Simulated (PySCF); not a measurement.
C3H4F2Si, SMILES FC(F)C#C[SiH3]. Atoms are numbered in the order given.

```xyz
10

F      2.3526     0.8130    -0.4902
C      1.6702    -0.3693    -0.4064
F      2.2015    -1.0959     0.6233
C      0.2411    -0.1222    -0.1768
C     -0.9657     0.0588    -0.0304
Si    -2.7677     0.3440     0.2142
H      1.8387    -0.9350    -1.3534
H     -3.5226    -0.2443    -0.9427
H     -3.0271     1.8207     0.2898
H     -3.2021    -0.3159     1.4906
```
Charge 0, spin multiplicity 1.

Geometry optimised at PBE-D3(BJ)/def2-SVP. This is a generated structure with no PubChem entry under its InChIKey; it may be hypothetical.

Calculation: TDA-PBE/def2-SVPD (PySCF 2.14.0).

Vertical excitations. Isolated molecule, no solvent.

| state | energy (eV) | λ (nm) | f | main pairs |
|---|---|---|---|---|
| S1 | 5.57 | 223 | 0.000 | HOMO→LUMO 84 %, HOMO−1→LUMO+1 16 % |
| S2 | 5.80 | 214 | 0.002 | HOMO−1→LUMO 50 %, HOMO→LUMO+1 49 % |
| S3 | 5.82 | 213 | 0.000 | HOMO−1→LUMO+1 84 %, HOMO→LUMO 15 % |
| S4 | 6.98 | 178 | 0.001 | HOMO−2→LUMO 97 % |
| S5 | 7.06 | 176 | 0.054 | HOMO→LUMO+2 80 %, HOMO−2→LUMO+1 13 % |
| S6 | 7.12 | 174 | 0.001 | HOMO−1→LUMO+2 97 % |
| S7 | 7.15 | 173 | 0.053 | HOMO−2→LUMO+1 75 %, HOMO→LUMO+2 17 % |
| S8 | 7.23 | 172 | 0.001 | HOMO−4→LUMO 80 %, HOMO−3→LUMO+1 19 % |
| S9 | 7.40 | 168 | 0.091 | HOMO−3→LUMO 71 %, HOMO−4→LUMO+1 14 % |
| S10 | 7.43 | 167 | 0.007 | HOMO−3→LUMO+1 73 %, HOMO−4→LUMO 16 % |
| T1 | 4.61 | 269 | 0 | HOMO−1→LUMO 59 %, HOMO→LUMO+1 37 % |
| T2 | 4.98 | 249 | 0 | HOMO→LUMO 63 %, HOMO−1→LUMO+1 35 % |
| T3 | 4.99 | 248 | 0 | HOMO→LUMO+1 60 %, HOMO−1→LUMO 38 % |
| T4 | 5.60 | 221 | 0 | HOMO−1→LUMO+1 64 %, HOMO→LUMO 36 % |
Triplets are in the Tamm–Dancoff approximation.
